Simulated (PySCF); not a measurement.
PySCF 2.14 output of an unrestricted BLYP calculation on a single atom or ion in x2c-TZVPPall (11s7p7d2f2g, 99 functions), with scalar relativity by spin-free X2C-1e:

```
SCF conv_tol = 1e-09
number electrons alpha = 37  beta = 34
    A. D. Becke.,  Phys. Rev. A 38, 3098 (1988)
    C. Lee, W. Yang, and R. G. Parr.,  Phys. Rev. B 37, 785 (1988)
    B. Miehlich, A. Savin, H. Stoll, and H. Preuss.,  Chem. Phys. Lett. 157, 200 (1989)
cycle= 1 E= -14564.1438568411  delta_E= -0.00251  |g|= 0.609  |ddm|= 0.439
cycle= 2 E= -14564.00892957  delta_E= 0.135  |g|= 1.07  |ddm|= 0.797
cycle= 3 E= -14564.1919809296  delta_E= -0.183  |g|= 0.0551  |ddm|= 0.627
cycle= 4 E= -14564.1934852958  delta_E= -0.0015  |g|= 0.0352  |ddm|= 0.149
cycle= 5 E= -14564.1943050698  delta_E= -0.00082  |g|= 0.00144  |ddm|= 0.0549
cycle= 6 E= -14564.194305369  delta_E= -2.99e-07  |g|= 0.000171  |ddm|= 0.000795
cycle= 7 E= -14564.1943054067  delta_E= -3.77e-08  |g|= 9.81e-06  |ddm|= 0.000432
cycle= 8 E= -14564.1943054068  delta_E= -1.2e-10  |g|= 1.47e-07  |ddm|= 2.16e-05
converged SCF energy = -14564.1943054068  <S^2> = 3.7508611  2S+1 = 4.0004305
```

The run itself started from symmetry-adapted Hartree-Fock orbitals and held the occupation by maximum overlap, on a logarithmic radial grid, so the iterations belong to that start.

**Question.** Which element, charge and spin multiplicity is this?

**Answer.** Lu (lutetium, neutral), multiplicity 4; the state was [Xe] 4f14 5d3, high-spin 4F determinant (an excited configuration).

Spin-orbit coupling, absent here, splits the open shell strongly.
